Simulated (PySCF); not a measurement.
## Relaxation of singlet MoO₂Cl₂

Method: PySCF, PBE, basis Mo def2-SVP with ECP28, O def2-SVP, Cl def2-SVP (scalar-relativistic core potentials, no spin–orbit coupling, density fitting). A (50,194) grid was used.

A hand-made tetrahedral start, of C2v symmetry, held to at least that symmetry:

```xyz
5
charge 0 multiplicity 1, angstrom
Mo    0.0000    0.0000   -0.3143
O     0.0000    1.4534   -1.3419
O     0.0000   -1.4534   -1.3419
Cl    1.9352    0.0000    1.0539
Cl   -1.9352    0.0000    1.0539
```

Optimiser trace:
```
step  E − E(last) (kJ/mol)  largest gradient (Eh/bohr)
   0                 56.65                     0.06647
   1                  3.55                     0.03365
   2                  0.19                     0.00188
   3                  0.02                     0.00044
   4                  0.00                     0.00016
   5                  0.00                     0.00007
```

It ends at C2v with Mo–Cl 2.270 Å (×2), Mo–O 1.687 Å (×2); Cl–Mo–Cl 112.4°, Cl–Mo–O 109.4° (×4), O–Mo–O 106.6° (after a last refinement on a finer grid). A frequency run shows a minimum. Other isomers or separated fragments may lie lower.
